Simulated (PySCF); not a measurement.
H3O4P, SMILES O=P(O)(O)O (connectivity only; charge and spin as stated), charge +1, multiplicity 2. Coordinates come from a TPSSh-D3(BJ)/def2-SVP optimisation. The multiplicity is an assumed one; other spin states were not compared. Other conformers were not sampled.

Method: TPSSh-D3(BJ)/def2-SVP in PySCF 2.14.0.

Harmonic wavenumbers (cm⁻¹): 179, 257, 269, 352, 374, 385, 393, 409, 823, 838, 857, 880, 935, 1108, 1121, 3664, 3687, 3699. Rotational constants (GHz): 4.762, 4.453, 4.033; symmetry number 1.

Question: Work out the zero-point energy and the ideal-gas rigid-rotor harmonic-oscillator thermochemistry at 298.15 K and 1 atm.

Answer: ZPE = ½ Σ hcν = ½ × 20232 cm⁻¹ = 121.01 kJ/mol. H − E(el) = 140.18 kJ/mol. Entropy in J/(mol K): translation 165.93, rotation 107.67, vibration 48.96, spin 5.76, total 328.32. G − E(el) = 42.29 kJ/mol. Cp = 100.88 J/(mol K).
